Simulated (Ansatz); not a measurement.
Start from `OC(O)Cl` and change one atom or group to get `O[CH](Cl)[GeH3]`.

Ansatz, PBE0-D4/def2-TZVP geometries, multiplicity 1. Each molecule was computed in one conformer, which needn't be the lowest.

Scalar relativity is left out up to krypton.

```tsv
property	`OC(O)Cl`
zero-point energy (PBE0-D4/def2-TZVP) / kJ/mol	126.0
HOMO–LUMO gap (PBE/def2-TZVPP) / eV	6.68
HOMO–LUMO gap (B3LYP/def2-TZVPP) / eV	8.73
LUMO energy (PBE/def2-TZVPP) / eV	-0.32
LUMO energy (PBE0/def2-TZVPP) / eV	0.78
HOMO energy (PBE0/def2-TZVPP) / eV	-8.61
```

Give the same properties after the change, and the shifts. (Best estimate.)

Computed: 
```json
{"property": "zero-point energy (PBE0-D4/def2-TZVP) / kJ/mol", "`O[CH](Cl)[GeH3]`": "147.4", "shift": "21.4"}
{"property": "HOMO–LUMO gap (PBE/def2-TZVPP) / eV", "`O[CH](Cl)[GeH3]`": "5.89", "shift": "-0.79"}
{"property": "HOMO–LUMO gap (B3LYP/def2-TZVPP) / eV", "`O[CH](Cl)[GeH3]`": "7.69", "shift": "-1.04"}
{"property": "LUMO energy (PBE/def2-TZVPP) / eV", "`O[CH](Cl)[GeH3]`": "-0.75", "shift": "-0.43"}
{"property": "LUMO energy (PBE0/def2-TZVPP) / eV", "`O[CH](Cl)[GeH3]`": "0.22", "shift": "-0.56"}
{"property": "HOMO energy (PBE0/def2-TZVPP) / eV", "`O[CH](Cl)[GeH3]`": "-7.98", "shift": "0.63"}
```

With PBE0 the HOMO rises by 0.63 eV and the LUMO falls by 0.56 eV, so the gap narrows by about 1.19 eV. PBE moves the HOMO by 0.36 eV and ωB97M-V by 0.74 eV. The zero-point energy changes by 21.4 kJ/mol with +6 modes.

B3LYP here is the variant with VWN-RPA as its local correlation; programs differ in this.
